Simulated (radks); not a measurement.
All-electron atom: Hf17+ in [Kr] 4d10 4f9. Calculated with a radial shooting solver on a logarithmic mesh with Libxc functionals: non-relativistic Kohn-Sham, LB94 model potential, spin-polarised, spherical densities, point nucleus; open shells are filled with parallel spins first (spin-orbit coupling, left out, can overturn this in heavy ions); relativity is left out, which matters for an element this heavy.

Radial electron density D(r) = 4 pi r^2 rho(r):

| r (bohr) | D(r) (e/bohr) | spin D(r) |
|---|---|---|
| 0.002015 | 10.19 | -0.0000125 |
| 0.002624 | 15.83 | -0.0000194 |
| 0.003444 | 24.24 | -0.0000295 |
| 0.004485 | 35.40 | -0.0000426 |
| 0.005839 | 49.45 | -0.0000583 |
| 0.007604 | 65.24 | -0.0000742 |
| 0.009981 | 80.50 | -0.0000854 |
| 0.013 | 90.29 | -0.0000843 |
| 0.01692 | 92.00 | -0.0000670 |
| 0.02221 | 86.93 | -0.0000351 |
| 0.02892 | 84.10 | 0.0000258 |
| 0.03766 | 93.75 | 0.000353 |
| 0.04904 | 114.5 | 0.00238 |
| 0.06437 | 127.4 | 0.0135 |
| 0.08382 | 116.8 | 0.0619 |
| 0.1091 | 102.7 | 0.245 |
| 0.1421 | 110.0 | 0.823 |
| 0.1865 | 112.3 | 2.33 |
| 0.2429 | 80.35 | 5.05 |
| 0.3163 | 57.49 | 8.32 |
| 0.4118 | 65.14 | 10.1 |
| 0.5406 | 56.97 | 8.55 |
| 0.7039 | 27.58 | 4.95 |
| 0.9166 | 7.182 | 1.80 |
| 1.203 | 0.9066 | 0.325 |
| 1.567 | 0.05579 | 0.0252 |
| 2.04 | 0.001204 | 0.000598 |

D(r) has 4 maxima, at r = 0.0156, 0.0649, 0.168, 0.443 bohr, and minima at 0.0276, 0.114, 0.324 bohr, inside which lie 1.95, 11.50, 30.29 electrons.
